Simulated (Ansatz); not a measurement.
Relaxation of C₂H₁₂N₂Si₂ (18 atoms, charge 0, multiplicity 1), to a largest force component of 0.015 eV/Å in at most 40 steps.

The calculation used Ansatz 0.2.0, RKS PBE/STO-3G.

```xyz
18
Properties=species:S:1:pos:R:3:forces:R:3
C 2.216 -1.448 2.302 -2.37 4.37 0.64
N 1.296 -0.517 1.537 0.21 -1.40 2.68
Si 0.364 -0.967 0.168 2.56 -3.62 1.35
N -0.152 0.561 -0.183 -2.19 3.94 -0.95
Si -1.338 0.421 -1.468 -1.37 0.05 -0.91
C -1.970 2.116 -1.923 0.12 -0.04 0.69
H 2.622 -0.862 3.146 0.18 -0.14 0.27
H 1.654 -2.243 2.684 -1.28 -2.31 0.92
H 3.001 -1.755 1.719 3.30 -1.74 -2.17
H 1.833 0.307 1.279 1.01 1.40 -0.28
H 1.312 -1.440 -0.843 -0.66 -0.33 -0.62
H -0.634 -1.906 0.623 -0.27 -0.75 -0.16
H -0.742 0.909 0.642 0.72 -0.07 -0.20
H -2.499 -0.396 -0.976 0.53 0.32 -0.52
H -0.691 -0.222 -2.617 -0.19 0.00 0.20
H -2.693 2.064 -2.716 -0.80 -0.05 -0.90
H -2.449 2.621 -1.077 -0.16 -0.02 0.28
H -1.168 2.768 -2.245 0.65 0.38 -0.32
```

Problem. Where does it end, and by what steps?

Solution. The forces met the threshold. Limits of this set-up: minimal basis. After 25 steps the energy has fallen by 1.412 eV; H13 moved furthest, 1.84 Å. Parted: Si3–Si5.

| step | energy less start (eV) | largest force component (eV/Å) | accepted |
| --- | --- | --- | --- |
| 0 | 0.0000 | 4.373 | yes |
| 1 | -1.1451 | 1.820 | yes |
| 2 | -1.2593 | 0.417 | yes |
| 3 | -1.3148 | 0.328 | yes |
| 4 | -1.3282 | 0.286 | yes |
| 5 | -1.3382 | 0.246 | yes |
| 6 | -1.3566 | 0.153 | yes |
| 7 | -1.3650 | 0.124 | yes |
| 8 | -1.3636 | 0.389 | no |
| 9 | -1.3695 | 0.232 | yes |
| 10 | -1.3721 | 0.245 | yes |
| 11 | -1.3758 | 0.154 | yes |
| 12 | -1.3782 | 0.125 | yes |
| 13 | -1.3825 | 0.116 | yes |
| 14 | -1.3840 | 0.258 | yes |
| 15 | -1.3869 | 0.140 | yes |
| 16 | -1.3897 | 0.025 | yes |
| 17 | -1.3940 | 0.084 | yes |
| 18 | -1.3977 | 0.151 | yes |
| 19 | -1.4009 | 0.165 | yes |
| 20 | -1.4053 | 0.131 | yes |
| 21 | -1.4087 | 0.115 | yes |
| 22 | -1.4104 | 0.078 | yes |
| 23 | -1.4116 | 0.058 | yes |
| 24 | -1.4123 | 0.026 | yes |
| 25 | -1.4124 | 0.011 | yes |

```xyz
18
Properties=species:S:1:pos:R:3
C 2.290 -0.758 1.982
N 1.048 -0.148 1.381
Si 0.089 -1.331 0.411
N -1.422 -0.636 -0.105
Si -1.691 0.278 -1.575
C -1.112 2.078 -1.500
H 2.815 0.000 2.603
H 1.993 -1.595 2.648
H 3.035 -1.160 1.250
H 1.395 0.628 0.743
H 0.767 -1.784 -0.807
H -0.127 -2.452 1.319
H -2.061 -0.379 0.680
H -3.121 0.281 -1.866
H -0.959 -0.394 -2.641
H -1.314 2.587 -2.458
H -1.633 2.641 -0.708
H -0.029 2.153 -1.305
```

The run took 80 s on 1 thread of Intel(R) Xeon(R) Platinum 8488C (Sapphire Rapids) (shared host), peak memory 0.16 GiB.
